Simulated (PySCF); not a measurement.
**Molecular orbitals of BTe⁺**

BHandHLYP at R = 2.065 Å; B def2-SVPD, Te def2-SVPD with ECP28; scalar-relativistic core potentials (PySCF 2.14). State: ³Π (triplet), unpaired electrons σ ↑, π ↑. Only the outer orbitals are listed, counted within each symmetry, core potentials removing the inner ones.

```tsv
spin	orbital	occ.	ε (eV)	on B (%)	main shells (%)
α	5σ	1	-27.48	16	80 Te s, 11 B s
α	6σ	1	-20.11	54	53 B s, 29 Te p, 15 Te s
α	7σ	1	-16.04	69	50 B p, 30 Te p, 19 B s
α	3π	1	-15.90	15	84 Te p, 14 B p
α	3π	1	-14.98	22	77 Te p, 21 B p
α	4π	0	-8.22	79	80 B p, 16 Te p
α	4π	0	-7.91	73	73 B p, 21 Te p
α	8σ	0	-4.41	22	51 Te p, 26 Te d, 19 B p
β	5σ	1	-26.06	21	76 Te s, 14 B s
β	6σ	1	-18.66	41	38 Te p, 37 B s, 19 Te s
β	3π	1	-14.63	20	80 Te p, 18 B p
β	3π	0	-10.71	23	76 Te p, 22 B p
β	7σ	0	-9.34	80	53 B s, 27 B p, 21 Te p
β	4π	0	-7.24	73	74 B p, 19 Te p, 8 Te d
```

Problem. Which are the highest filled and the lowest empty level, where do they sit, and how wide is the gap?

Solution. Highest filled β 3π at -14.63 eV (in %: 80 Te p, 18 B p); lowest empty β 3π at -10.71 eV (in %: 76 Te p, 22 B p); the gap at BHandHLYP is 3.92 eV. Both belong to one degenerate shell, split only by its one-sided filling, so this is no excitation gap.

* bond order (Mayer): 1.90
* ⟨S²⟩: 2.007
* charge on B (Mulliken, basis-dependent): 0.42
* charge on B (Löwdin, basis-dependent): 0.05
* dipole moment (positive dipole points towards Te; it is taken about the centre of mass and depends on that origin): -2.78 D

Spin–orbit coupling is left out. The state is the lowest determinant that a PBE0 search found; another state may lie lower at other levels.
